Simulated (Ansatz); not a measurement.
Mulliken charges of Cl₂F₂H₃NSi₂ (`F[SiH2]N[Si](F)(Cl)Cl`) from PBE/def2-TZVPP in Ansatz (PBE0-D4/def2-TZVP geometry).

```json
{"atom": "F1", "x (Å)": "2.122", "y (Å)": "-0.622", "z (Å)": "-1.303", "charge (e)": "-0.271"}
{"atom": "Si2", "x (Å)": "1.070", "y (Å)": "-1.163", "z (Å)": "-0.232", "charge (e)": "0.493"}
{"atom": "N3", "x (Å)": "0.254", "y (Å)": "0.134", "z (Å)": "0.555", "charge (e)": "-0.252"}
{"atom": "Si4", "x (Å)": "-1.155", "y (Å)": "0.969", "z (Å)": "0.121", "charge (e)": "0.609"}
{"atom": "F5", "x (Å)": "-2.426", "y (Å)": "0.437", "z (Å)": "0.897", "charge (e)": "-0.234"}
{"atom": "Cl6", "x (Å)": "-0.986", "y (Å)": "2.931", "z (Å)": "0.597", "charge (e)": "-0.180"}
{"atom": "Cl7", "x (Å)": "-1.521", "y (Å)": "0.713", "z (Å)": "-1.852", "charge (e)": "-0.171"}
{"atom": "H8", "x (Å)": "1.839", "y (Å)": "-1.899", "z (Å)": "0.792", "charge (e)": "-0.074"}
{"atom": "H9", "x (Å)": "0.089", "y (Å)": "-1.993", "z (Å)": "-0.956", "charge (e)": "-0.063"}
{"atom": "H10", "x (Å)": "0.715", "y (Å)": "0.493", "z (Å)": "1.381", "charge (e)": "0.143"}
```

Question: By hand: the dipole of these point charges (1 e Å = 4.8032 D).

Answer: Σ q r = (0.151, -0.264, 0.371) e Å, of length 0.480 e Å = 2.31 D.

Question: How does the dipole of the full density compare? (An estimate is asked.)

Answer: Computed: (0.163, -0.107, 0.287) e Å, 1.67 D; the point charges give 1.38 times that, at 17° from its direction.

Point charges leave out the atoms' own dipoles, such as those of lone pairs, and Mulliken's split depends on the basis, so the two needn't agree.
